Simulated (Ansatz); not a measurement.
Coupled-cluster diagnostics for BMe2(OH) (C2H7BO), Ansatz.

Geometry of the singlet (PBE-D4/def2-SVP):

```xyz
11

B     0.164    0.027   -0.366
C     0.644    1.263    0.494
C    -0.825   -1.068    0.219
O     0.652   -0.060   -1.645
H    -0.202    1.756    1.017
H     1.189    2.022   -0.102
H     1.326    0.911    1.299
H    -1.009   -1.938   -0.447
H    -1.810   -0.601    0.440
H    -0.457   -1.455    1.194
H     0.326   -0.856   -2.103
```

Correlated methods freeze 4 core orbitals.

Estimate the CCSD(T) correlation energy, the shares of MP2 and (T), T1 and the reference's ⟨S²⟩ for: charge 0, singlet, own geometry in def2-TZVP; and the rough time on 2 threads of Arm Neoverse V2 on a shared host.


```
                          state      basis  correlation (eV)  MP2 share (%)  (T) share (%)     T1  ⟨S²⟩ (pure)  wall time
charge 0, singlet, own geometry  def2-TZVP           -20.355           91.1            3.5  0.012  0.00 (0.00)       28 s
```
Customary marks for T1 are 0.02 (closed shells), 0.045 (open shells) and about 0.05 (3d metals). T1 stays under 0.02 throughout.
